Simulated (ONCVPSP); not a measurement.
Pseudopotential generation for Tm: ONCV, PBE, scalar-relativistic.

Tm, optimised norm-conserving Vanderbilt (ONCV), made with ONCVPSP 4.0.1 (PBE, scalar-relativistic). Core [Kr], reference 4d10 4f13 5s2 5p6 (charge +2). Waves: 5s: rc 1.60 bohr, ncon 3, nbas 7, qcut 8.4 1/bohr, 2 projectors, debl 3.6 Ha; 5p: rc 1.50 bohr, ncon 4, nbas 7, qcut 4.4 1/bohr, 3 projectors, debl 3.5 Ha; 4d: rc 0.95 bohr, ncon 4, nbas 8, qcut 18.5 1/bohr, 1 projector; 4f: rc 1.15 bohr, ncon 3, nbas 8, qcut 15.6 1/bohr, 2 projectors, debl 3.6 Ha. Local part: polynomial inside 0.70 bohr (lpopt 5, dvloc0 4 Ha). Core correction: Teter function, fcfact 5.75, rcfact 1.65.

All-electron outer shells of the reference configuration (PBE, scalar-relativistic, ld1.x):

```json
{"shell": "5s", "level (eV)": "-68.01", "outermost node (bohr)": "0.59", "outermost maximum (bohr)": "1.10"}
{"shell": "5p", "level (eV)": "-41.46", "outermost node (bohr)": "0.63", "outermost maximum (bohr)": "1.26"}
{"shell": "4f", "level (eV)": "-17.55", "outermost node (bohr)": "–", "outermost maximum (bohr)": "0.50"}
```

(1) Does this generation succeed?

Answers

(1) No. ONCVPSP 4.0.1 stopped with "ERROR pspot: first pseudo wave function has node, program will stop": the optimised pseudo-wave of the first projector has a node, so the radial equation cannot be inverted for a potential. It happened in the s channel.
